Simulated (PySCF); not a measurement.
The vertical singlet excitations below were computed for one of the candidates. Method used: TDDFT CAM-B3LYP/def2-SVPD, vertical, gas phase, core orbitals frozen in the response in PySCF. Geometries: GFN2-xTB, one conformer each.

| state | E (eV) | f |
| --- | --- | --- |
| S1 | 6.98 | 0.017 |
| S2 | 7.18 | 0.036 |
| S3 | 7.31 | 0.025 |
| S4 | 7.61 | 0.050 |
| S5 | 7.73 | 0.043 |
| S6 | 8.13 | 0.146 |
| S7 | 8.20 | 0.012 |
| S8 | 8.26 | 0.027 |

Triplets computed (Tamm–Dancoff): 5.90, 6.32, 6.37 eV.

Orbital energies (eV): HOMO-3 -11.55, HOMO-2 -11.51, HOMO-1 -10.83, HOMO -10.14, LUMO 0.27, LUMO+1 0.59, LUMO+2 0.76.

Question: Which candidate is it? All have the formula C2H7NSi2.
A. `C#C[SiH2][SiH2]N`
B. `C#C[SiH2]N[SiH3]`
C. `C[Si@H]([SiH3])C#N`
D. `N[SiH2]C#C[SiH3]`

Answer: C. Its S1, at 6.98 eV, is the highest among the candidates; the nearest of the others has S1 at 6.05 eV. S1 is HOMO→LUMO (49%), HOMO-1→LUMO (12%). Löwdin shares by element: HOMO silicon 51%, nitrogen 11%, carbon 10% or more (atoms not listed hold the other 28%); LUMO silicon 40%, carbon 25% (atoms not listed hold the other 36%). At the same level the other candidates give, for their lowest levels:
- `C#C[SiH2][SiH2]N`: 5.89 eV (f 0.007); 6.07 eV (f 0.001); 6.30 eV (f 0.011); 6.31 eV (f 0.014); 6.78 eV (f 0.003); T1 5.04 eV; HOMO -8.78, LUMO 0.45 eV
- `C#C[SiH2]N[SiH3]`: 6.05 eV (f 0.002); 6.13 eV (f 0.001); 6.42 eV (f 0.002); 6.48 eV (f 0.000); 6.90 eV (f 0.004); T1 5.10 eV; HOMO -8.83, LUMO 0.56 eV
- `N[SiH2]C#C[SiH3]`: 5.59 eV (f 0.000); 5.83 eV (f 0.013); 5.88 eV (f 0.002); 6.40 eV (f 0.080); 7.18 eV (f 0.000); T1 4.68 eV; HOMO -9.04, LUMO 0.40 eV
